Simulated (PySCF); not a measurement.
**Correlation energy of Ar⁺ (argon, charge +1)**

[Ne] 3s2 3p5, 2P determinant. Calculation: PySCF 2.14, in pcseg-2 (5s4p2d1f, 34 functions); the non-relativistic Hamiltonian (point nucleus). Frozen: [Ne]; 7 electrons correlated.

MP2 pair energies summed by pair of shells (mhartree):

```tsv
pair	energy	share (%)
3p-3p	-99.05	64.0
3s-3p	-47.73	30.8
3s-3s	-8.07	5.2
```

Total MP2 correlation energy: -154.85 mhartree.

Same-spin part -36.36 and opposite-spin part -118.49 mhartree; SCS-MP2 scales them by 1/3 and 6/5 to -154.31 mhartree.

| level | correlation energy (mhartree) |
| --- | --- |
| CCSD | -179.47 |
| (T) | -4.54 |
| CCSD(T) | -184.01 |

Diagnostics: T1 = 0.0059, D1 = 0.0204, largest double amplitude 0.055.

Cost of the coupled-cluster step: 0.65 s of wall time on 1 thread of Neoverse-N1 (shared host), for 7 correlated electrons.
